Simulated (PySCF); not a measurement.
Relaxation of sextet [IrCl3]+

Level of theory: UB3LYP/[Ir def2-SVP with ECP60, Cl def2-SVP], scalar-relativistic core potentials, density fitting, no spin–orbit coupling, PySCF. A (50,194) grid was used.

A hand-made trigonal planar start, of D3h symmetry, held to at least that symmetry:

```xyz
4
charge 1 multiplicity 6, angstrom
Ir    0.0000    0.0000    0.0000
Cl    2.1658    0.0000    0.0000
Cl   -1.0829    1.8756    0.0000
Cl   -1.0829   -1.8756    0.0000
```

Optimiser trace:
```csv
step,E − E(last) (kJ/mol),largest gradient (Eh/bohr)
0,30.87,0.04414
1,0.76,0.00607
2,0.03,0.00129
3,0.00,0.00006
```

It ends at D3h with Ir–Cl 2.268 Å (×3); Cl–Ir–Cl 120.0° (×3). A frequency run shows 1 imaginary mode, down to 71i cm⁻¹, so it is a saddle point. Other isomers or separated fragments may lie lower.

Open d and f shells are described by one determinant, and the ground state may have another occupation or spin. At this level a quartet minimum of C2v symmetry lies 115 kJ/mol below this structure. No spin–orbit coupling is included, which matters more the heavier the element.

The relaxation took roughly 40 core-seconds on a shared host.
